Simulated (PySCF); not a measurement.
C3H6N2Si, SMILES CC1=NC=N[SiH2]1. Coordinates come from a PBE-D3(BJ)/def2-SVP optimisation. The structure was generated by enumeration, and PubChem lists no compound with its InChIKey, so it may never have been made.

These are PBE-D3(BJ)/def2-SVP in PySCF values and carry that method's errors.

Harmonic wavenumbers (cm⁻¹): 127, 203, 270, 283, 389, 471, 556, 578, 677, 682, 709, 839, 893, 894, 947, 978, 1045, 1192, 1298, 1329, 1377, 1389, 1533, 1616, 2173, 2182, 2960, 3035, 3038, 3081. Rotational constants (GHz): 5.059, 2.855, 1.888; symmetry number 1.

Work out the zero-point energy and the ideal-gas rigid-rotor harmonic-oscillator thermochemistry at 298.15 K and 1 atm.

ZPE = ½ Σ hcν = ½ × 36742 cm⁻¹ = 219.77 kJ/mol. H − E(el) = 239.60 kJ/mol. Entropy in J/(mol K): translation 165.95, rotation 112.42, vibration 53.76, total 332.13. G − E(el) = 140.57 kJ/mol. Cp = 110.18 J/(mol K). Modes under 150 cm⁻¹ make the vibrational entropy uncertain.
